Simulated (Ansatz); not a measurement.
Reaction (cleavage of the Si–Sn bond): `[SiH3][SiH2][SnH3]` + `[CH2]1[NH][AlH]1` → `[SiH3][SiH2][N]1[CH2][AlH]1` + `[SnH4]`

Isolated molecules relaxed with PBE0-D4/def2-TZVP in Ansatz; ΔE leaves out vibrations. CBS: MP2 limit from def2 TZ/QZ plus the TZ coupled-cluster correction, frozen cores. DFT in def2-TZVPP. def2 core potentials past Kr. For Sn outer-core shells are correlated without core-valence functions, which leaves a few kJ/mol of doubt a bond. Each species was taken in one conformer, which may not be the lowest.

`[SiH3][SiH2][SnH3]`:

Cartesian coordinates in Å:
```
Si 1.547 -1.277 0.323
Si -0.623 -0.487 0.675
Sn -1.073 1.575 -0.778
H 1.835 -2.476 1.154
H 2.526 -0.210 0.666
H 1.719 -1.634 -1.111
H -0.806 -0.124 2.108
H -1.612 -1.548 0.336
H -0.892 1.188 -2.432
H 0.034 2.821 -0.401
H -2.655 2.173 -0.538
```

`[CH2]1[NH][AlH]1`:

```xyz
7

C     0.011   -0.189   -0.825
N    -0.574   -0.438    0.541
Al    0.621    0.787    0.710
H     0.569   -1.024   -1.256
H    -0.679    0.235   -1.560
H    -1.297   -1.123    0.677
H     1.349    1.752    1.713
```

`[SiH3][SiH2][N]1[CH2][AlH]1`:

```xyz
13

Si   -1.778    0.064   -1.405
Si    0.247   -0.934   -0.758
N     0.794   -0.338    0.750
C     1.128    1.134    1.011
Al    1.273   -0.141    2.415
H    -1.647    1.545   -1.499
H    -2.220   -0.438   -2.737
H    -2.855   -0.233   -0.418
H     0.053   -2.408   -0.649
H     1.246   -0.680   -1.842
H     0.278    1.812    0.909
H     1.986    1.502    0.446
H     1.495   -0.885    3.777
```

`[SnH4]`:

Cartesian coordinates in Å:
```
Sn 0.000 0.000 0.000
H 0.876 -1.112 -0.948
H -1.162 -0.834 0.926
H -0.783 1.120 -1.018
H 1.068 0.826 1.039
```

```csv
species,PBE0-D4 energy (Eh)
`[SiH3][SiH2][SnH3]`,-797.84919
`[CH2]1[NH][AlH]1`,-337.46016
`[SiH3][SiH2][N]1[CH2][AlH]1`,-918.65100
`[SnH4]`,-216.66696
```

Work out ΔE.

ΔE = (-918.65100) + (-216.66696) − (-797.84919) − (-337.46016) = -0.00861 Eh = -22.6 kJ/mol. CCSD(T)/CBS gives -27.5 kJ/mol.

Largest T1 diagnostic among the species: 0.015.

In def2-TZVPP, CCSD(T) changes the Hartree–Fock value by +11.8 kJ/mol (the triples alone add +0.7 kJ/mol) and MP2 by +9.9 kJ/mol. From PBE to PBE0 (25 % exact exchange), in def2-TZVPP and without D4, ΔE moves by −4.2 kJ/mol. The D4 term adds −4.9 kJ/mol with B3LYP and −2.8 kJ/mol with PBE0; it sums over pairs of atoms, weighted by their polarisabilities, and B3LYP, whose exchange is more repulsive, gets the larger term.

B3LYP here is the variant with VWN-RPA as its local correlation; programs differ in this.
